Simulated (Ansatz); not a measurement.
System: CuI2, net charge -1, singlet state. 
Coordinates optimised at B3LYP-D3(BJ)/def2-TZVP (Ansatz, a quantum-chemistry and plane-wave program):
```xyz
3

Cu     0.0000     0.0000     0.0000
I      0.0000     0.0000     2.4757
I      0.0000     0.0000    -2.4757
```
Charge -1, spin multiplicity 1.

Basis-set convergence of Hartree-Fock and CCSD(T) correlation energies (hartree) with Ansatz. Correlated levels leave the core frozen unless marked. No spin-orbit coupling. The frozen core is the preceding noble-gas configuration, with the filled d and f shells of earlier blocks. In def2 rows, elements after Kr have scalar-relativistic effective core potentials. This anion needs diffuse functions, which these sets lack.

```tsv
basis	functions	E(HF)	E(corr, CCSD(T))
def2-SVP	83	-2232.22683	-0.50554
def2-TZVPP	164	___	___
```

Q: What belongs in the gaps?

A: 
- def2-TZVPP, E(HF): -2232.47687
- def2-TZVPP, E(corr, CCSD(T)): -0.78669
